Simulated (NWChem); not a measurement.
System: CBF2NO; SMILES N(=C=O)B(F)F

The following NWChem deck was run.

```
start job
memory heap 200 mb stack 900 mb global 1100 mb
geometry units angstroms noautoz
  B      0.039523    -0.957817     0.000000
  F      0.961310    -1.903122     0.000000
  F     -1.236205    -1.316531     0.000000
  N      0.429034     0.407233     0.000000
  C      0.067461     1.562222     0.000000
  O     -0.184003     2.706345     0.000000
end
basis spherical
  * library sto-3g
end
dft
  xc xtpss03 ctpss03
  iterations 150
  mulliken
end
task dft energy
```

The geometry was optimised at B3LYP/6-31G* (spherical d).

Q: What results follow from this input? (TPSS/STO-3G.) Quantities: basis functions; energy (Ha); highest occupied level (eV); orbital gap (eV); dipole (D).

A: 
```yaml
number_of_basis_functions: 30
energy (Ha): -387.41
highest occupied level (eV): -4.46
orbital gap (eV): 6.22
dipole (D): 0.92
```
